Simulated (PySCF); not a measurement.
Identify the unknown among the candidates.

All candidates are C7H8FNSi.

| technique | computed result |
| --- | --- |
| Valence photoelectron | vertical ionisation energy: 9.15 eV [ΔSCF CAM-B3LYP/def2-SVPD] |
| Polarisability | 122.5 au [CAM-B3LYP/def2-SVPD] |
| 1H NMR | chemical shifts (computed TMS as zero) by class: 8.80 (1 H), 8.42 (1 H), 7.58 (1 H), 7.30 (1 H), 7.20 (1 H), 5.02 (3 H) ppm [GIAO PBE0/pcSseg-1] |
| Rotational structure | rotational constants A, B, C: 3.351, 0.476, 0.419 GHz [PBE0-D3(BJ)/def2-SVP] |
| NMR, other nuclei | isotropic shieldings of nuclei other than C and H, by class: -105 (1 N), 289 (1 F), 395 (1 Si) ppm [GIAO PBE0/pcSseg-1] |
| Triplet | lowest triplet excitation (Tamm–Dancoff): 3.38 eV [TDA CAM-B3LYP/def2-SVPD] |
| 13C NMR | chemical shifts (computed TMS as zero) by class: 178.9 (1 C), 170.5 (1 C), 144.1 (1 C), 135.6 (1 C), 127.6 (1 C), 124.9 (1 C), 124.6 (1 C) ppm [GIAO PBE0/pcSseg-1] |
| UV, strongest line | among the 10 lowest singlet transitions: S4 at 6.37 eV (195 nm, f = 0.478) [TDDFT CAM-B3LYP/def2-SVPD] |
| UV, first state | lowest singlet excitation: 3.89 eV (319 nm, f = 0.000) [TDDFT CAM-B3LYP/def2-SVPD] |

The electronic properties come from PySCF, for the isolated species, density fitting. Levels stand in brackets. Geometry: PBE0-D3(BJ)/def2-SVP, one conformer, isolated molecule. NMR classes are plain means over equivalent atoms (diastereotopic ones count apart unless rotation or inversion swaps them), as if these changed places fast.

Question: Which candidate is it?
A. `Fc1cccc(/C=N/[SiH3])c1`
B. `FCC#C[SiH2]n1cccc1`
C. `CC#Cc1c(F)ccn1[SiH3]`
D. `Fc1cccc(/C=N\[SiH3])c1`

Answer: A. It is `Fc1cccc(/C=N/[SiH3])c1`. Numbering: `[F:1][c:2]1[cH:3][cH:4][cH:5][c:6](/[CH:7]=[N:8]/[SiH3:9])[cH:10]1`. Its formula, C7H8FNSi, gives 5 degrees of unsaturation: 1 ring and 4 π bonds in the structure found (Kekulé form). 7 carbons fall into 7 classes; from least to most shielded: C=N carbon [C7] (178.9 ppm), aromatic C–F carbon [C2] (170.5 ppm), substituted aromatic carbon [C6] (144.1 ppm), aromatic CH carbon [C4] (135.6 ppm), aromatic CH carbon [C5] (127.6 ppm), aromatic CH carbon [C3] (124.9 ppm), aromatic CH carbon [C10] (124.6 ppm). Hydrogen classes from least to most shielded: 1 H on a C=N carbon, C7 (8.80 ppm), 1 H on an aromatic CH carbon, C5 (8.42 ppm), 1 H on an aromatic CH carbon, C4 (7.58 ppm), 1 H on an aromatic CH carbon, C3 (7.30 ppm), 1 H on an aromatic CH carbon, C10 (7.20 ppm), 3 H on an SiH3 silicon, Si9 (5.02 ppm). The other shieldings belong to: -105 ppm, C=N nitrogen [N8]; 289 ppm, aryl fluorine [F1]; 395 ppm, SiH3 silicon [Si9]. S1 is mainly HOMO−1→LUMO (weight 0.91); the largest Löwdin shares of the orbital it empties are 0.57 on the C=N nitrogen, 0.13 on the C=N carbon, 0.09 on the SiH3 silicon and 0.06 on the hydrogen on a C=N carbon, of the orbital it fills 0.20 on the C=N carbon, 0.19 on the C=N nitrogen, 0.12 on the substituted aromatic carbon and 0.12 on an aromatic CH carbon. The first electron is taken from the HOMO, whose largest Löwdin shares are 0.20 on an aromatic CH carbon, 0.16 on an aromatic CH carbon, 0.16 on the aromatic C–F carbon and 0.14 on the substituted aromatic carbon. The optimised geometry has point group Cs and is an asymmetric top.

The others, at the same levels:
- `FCC#C[SiH2]n1cccc1` fails: it has 5 carbon classes against 7; its computed 13C shifts are 127.6 (2 C), 118.6 (2 C), 112.7 (1 C), 92.1 (1 C), 70.7 (1 C) ppm, 1H shifts are 6.79 (2 H), 6.55 (2 H), 5.22 (2 H), 5.09 (2 H) ppm and lowest singlet excitation is 5.40 eV (229 nm, f = 0.001) (against 3.89 eV).
- `CC#Cc1c(F)ccn1[SiH3]` fails: its computed 13C shifts are 166.2 (1 C), 126.8 (1 C), 108.3 (1 C), 105.9 (1 C), 102.7 (1 C), 74.3 (1 C), 5.9 (1 C) ppm, 1H shifts are 6.31 (1 H), 6.11 (1 H), 4.92 (3 H), 2.26 (3 H) ppm and lowest singlet excitation is 5.16 eV (240 nm, f = 0.370) (against 3.89 eV).
- `Fc1cccc(/C=N\[SiH3])c1` fails: its computed 13C shifts are 177.1 (1 C), 170.4 (1 C), 141.9 (1 C), 136.2 (1 C), 134.0 (1 C), 123.9 (1 C), 118.2 (1 C) ppm, 1H shifts are 9.21 (1 H), 7.64 (1 H), 7.36 (1 H), 7.27 (1 H), 7.14 (1 H), 5.34 (3 H) ppm and lowest singlet excitation is 3.45 eV (359 nm, f = 0.000) (against 3.89 eV).

Each candidate is one conformer, not necessarily the lowest. The conformers computed, where there is a choice (atom-mapped SMILES and torsion angles):
- `[F:1][c:2]1[cH:3][cH:4][cH:5][c:6](/[CH:7]=[N:8]/[SiH3:9])[cH:10]1`: C5–C6–C7–N8 0°
- `[F:1][CH2:2][C:3]#[C:4][SiH2:5][n:6]1[cH:7][cH:8][cH:9][cH:10]1`: C4–Si5–N6–C7 -45°
- `[F:1][c:2]1[cH:3][cH:4][cH:5][c:6](/[CH:7]=[N:8]\[SiH3:9])[cH:10]1`: C5–C6–C7–N8 -167°
